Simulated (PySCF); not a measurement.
Species: C4H5FNO2 (charge +1).
Atom-mapped SMILES: `[OH:1][CH2:2][n+:3]1[cH:4][cH:5][o:6][c:7]1[F:8]` (hydrogens: H9 on O1; H10, H11 on C2; H12 on C4; H13 on C5)

Method used: TDDFT wB97X-D/def2-SVPD, vertical, gas phase, core orbitals frozen in the response (PySCF 2.14.0, density-fitted response routines). Geometry: GFN2-xTB, one conformer, isolated ion. GFN2-xTB frequencies show an imaginary mode (25i cm⁻¹), so this geometry is no minimum at that level. Torsions of this conformer, `[OH:1][CH2:2][n+:3]1[cH:4][cH:5][o:6][c:7]1[F:8]`: O1–C2–N3–C4 -85°, H–O1–C2–N3 -91°.

```
state  E (eV)  E (hartree)       f     main configurations (H = HOMO, L = LUMO)
   S1    6.28       0.2308   0.116                                    H→L (97%)
   S2    7.25       0.2666  0.0046                                  H-1→L (91%)
   S3    7.62       0.2800   0.128                     H→L+1 (82%), H-3→L (10%)
   S4    8.01       0.2945  0.0027                                  H→L+2 (86%)
   S5    8.18       0.3007   0.025                                  H-2→L (92%)
   S6    8.73       0.3209  0.0058                                H-1→L+1 (81%)
   S7    8.94       0.3285  0.0051  H-1→L+2 (57%), H-1→L+3 (18%), H-1→L+1 (13%)
   S8    9.32       0.3424   0.013        H→L+3 (36%), H→L+4 (32%), H→L+6 (12%)
```

Triplets (Tamm–Dancoff): T1 4.48 eV, H→L (86%), H→L+1 (10%); T2 5.13 eV, H→L+1 (84%), H→L (10%); T3 6.95 eV, H-1→L (75%), H-3→L (16%).

The lowest singlet comes at 197 nm (606 kJ/mol) in the vacuum ultraviolet; it is of moderate strength; its leading configuration is HOMO→LUMO (97%). The strongest level in the table is S3 at 7.62 eV (163 nm, f = 0.128). Löwdin shares by element: HOMO carbon 70% or more, nitrogen 10% (atoms not listed hold the other 20%); LUMO carbon 34% or more, oxygen 20% or more, nitrogen 20%, fluorine 10%. The listed states span 3.04 eV, and the widest gap between neighbours is 0.98 eV (S1 to S2). Of the 8 states listed, 4 reach f = 0.01 and none stays under 0.0005. The oscillator strengths of these states sum to 0.301; summed over the whole spectrum of an exact calculation they would give the number of electrons, 60 (Thomas–Reiche–Kuhn). The window holds the lowest 8 singlets.
